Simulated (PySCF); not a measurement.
# SMILES FC(F)(F)c1ccccc1, C7H5F3

Geometry:
| atom | x (Å) | y (Å) | z (Å) |
| --- | --- | --- | --- |
| F1 | 2.680 | 0.360 | -1.174 |
| C2 | 2.171 | 0.036 | 0.033 |
| F3 | 2.671 | 0.932 | 0.898 |
| F4 | 2.713 | -1.149 | 0.357 |
| C5 | 0.669 | 0.008 | 0.024 |
| C6 | 0.007 | -1.169 | -0.298 |
| C7 | -1.376 | -1.185 | -0.323 |
| C8 | -2.090 | -0.034 | -0.034 |
| C9 | -1.424 | 1.140 | 0.277 |
| C10 | -0.041 | 1.167 | 0.306 |
| H11 | 0.572 | -2.062 | -0.519 |
| H12 | -1.895 | -2.099 | -0.568 |
| H13 | -3.169 | -0.051 | -0.052 |
| H14 | -1.980 | 2.038 | 0.499 |
| H15 | 0.487 | 2.076 | 0.550 |

Method used: PySCF, quadratic response BHandHLYP/def2-SVPD first hyperpolarisability, Taylor convention, gas phase. Geometry: GFN2-xTB.

(1) What is the first hyperpolarisability, and how does it disperse?

(2) Which lowest excitations, dipole and polarisabilities go with it?

Results:

(1) In 10⁻³⁰ esu, Taylor convention; the vector part is βᵢ = ⅓ Σⱼ (βᵢⱼⱼ + βⱼᵢⱼ + βⱼⱼᵢ); β∥ is 3/5 of the vector part along the dipole, the dipole points from − to +:
| process | λ (nm) | β vector norm | β∥ | β HRS | depolarisation ratio |
| --- | --- | --- | --- | --- | --- |
| static β(0;0,0) | ∞ | 0.82 | -0.49 | 0.31 | 7.75 |
| second harmonic β(−2ω;ω,ω) | 1064 | 0.86 | -0.51 | 0.32 | 7.27 |
| Pockels β(−ω;ω,0) | 1064 | 0.83 | -0.50 | – | – |
| second harmonic β(−2ω;ω,ω) | 800 | 0.89 | -0.53 | 0.34 | 6.81 |
| Pockels β(−ω;ω,0) | 800 | 0.84 | -0.50 | – | – |

(2) S1 5.67 eV (f = 0.007); S2 6.19 eV (f = 0.010); S3 7.30 eV (f = 0.750); dipole 3.21 D; isotropic α 78.2 au static, 79.0 au at 1064 nm, 79.6 au at 800 nm, 81.5 au at 532 nm, 84.4 au at 400 nm.
